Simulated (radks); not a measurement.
Values are calculated unless marked as measured or tabulated.
Tl4+, 77 electrons, occupied as [Xe] 4f14 5d8 6d1 (not the ground configuration).

Level of theory: scalar-relativistic Kohn-Sham, HCTH/407, spin-polarised, spherical densities, finite nucleus; open shells are filled with parallel spins first (spin-orbit coupling, left out, can overturn this in heavy ions); Fermi nuclear charge, rms radius 5.4759 fm (a radial shooting solver on a logarithmic mesh with Libxc functionals).

Energy parts (hartree):
total: -20246.6927
kinetic: 22785.9905
electron-nucleus: -50319.5050
Hartree: 7675.0095
exchange-correlation: -388.1878

Orbitals (lengths in bohr, moments of r in powers of bohr; r(max) is where P^2 peaks):
orbital,occ.,eigenvalue (hartree),r(max),<r^2>
1s up,1,-3146.319,0.01004,0.0003692
1s down,1,-3146.318,0.01004,0.0003692
2s up,1,-562.4101,0.05816,0.005607
2s down,1,-562.4011,0.05816,0.005607
2p up,3,-484.4216,0.04832,0.004754
2p down,3,-484.4141,0.04832,0.004754
3s up,1,-135.9112,0.1639,0.03608
3s down,1,-135.9068,0.1639,0.03607
3p up,3,-113.4439,0.1638,0.03725
3p down,3,-113.4391,0.1638,0.03725
3d up,5,-90.11754,0.1333,0.03083
3d down,5,-90.11045,0.1333,0.03083
4s up,1,-31.96937,0.3688,0.1729
4s down,1,-31.96119,0.3688,0.1729
4p up,3,-24.59255,0.3887,0.1977
4p down,3,-24.58497,0.3888,0.1977
4d up,5,-15.93107,0.3950,0.2225
4d down,5,-15.92215,0.3950,0.2223
4f up,7,-6.32879,0.3569,0.2603
4f down,7,-6.31650,0.3569,0.2592
5s up,1,-6.88541,0.8066,0.8506
5s down,1,-6.82878,0.8049,0.8466
5p up,3,-4.84600,0.9005,1.104
5p down,3,-4.77821,0.8982,1.101
5d up,5,-2.50772,1.083,1.792
5d down,3,-2.43653,1.081,1.828
6d up,1,-0.91360,3.061,11.80
6d down,0,-0.80505,2.750,7.270

The highest occupied level is 6d up at -24.860 eV. The electron density at the nucleus is 2.717e+06 e/bohr^3 (large components only). Summed over all electrons, <r^2> = 42.59 bohr^2, which gives a Langevin (diamagnetic) susceptibility term of -33.7 x 10^-6 cm^3/mol. The density falls to 0.001 e/bohr^3 at r = 4.20 bohr. The spin density at the nucleus is -18.36 e/bohr^3 (1s -0.40, 2s -2.34, 3s -0.21, 4s 2.87, 5s -18.28).
